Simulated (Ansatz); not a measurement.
Species: S$_{2}$O (charge 0, singlet). SMILES: [O-][S+]=S
Geometry: optimised at B3LYP-D3(BJ)/def2-TZVP (Ansatz, an electronic-structure program).

Property: vertical electron affinity (to the doublet state of charge -1; a negative value means that the extra electron is unbound and the number depends on the basis; each state is the SCF solution reached for its spin; for the singlet the Hartree-Fock reference is unstable and T1 is 0.022), in eV. Cores are frozen in the correlated levels unless marked. UHF or UKS for open shells. Spin-orbit coupling is left out. Non-relativistic. Anions need diffuse functions: aug- sets have them; def2-D sets add few. CBS(X,Y): correlation extrapolated as X^-3; Hartree-Fock from the larger set. [CCSD(T)-MP2]/basis is that difference in the basis named.

RI-MP2/CBS(aug-cc-pV(T+d)Z,aug-cc-pV(Q+d)Z)+[CCSD(T)-MP2]/aug-cc-pV(T+d)Z (Ansatz) gives 1.70 eV.

Problem. Another calculation gave 2.02 eV. Which level was it?
A) PBE/def2-TZVPD (Ansatz)
B) wB97M-V/def2-TZVPD (Ansatz)
C) BHLYP/def2-TZVPD (Ansatz)

Solution. C, BHLYP/def2-TZVPD (Ansatz). The others give 1.80 (wB97M-V), 1.62 (PBE) eV.
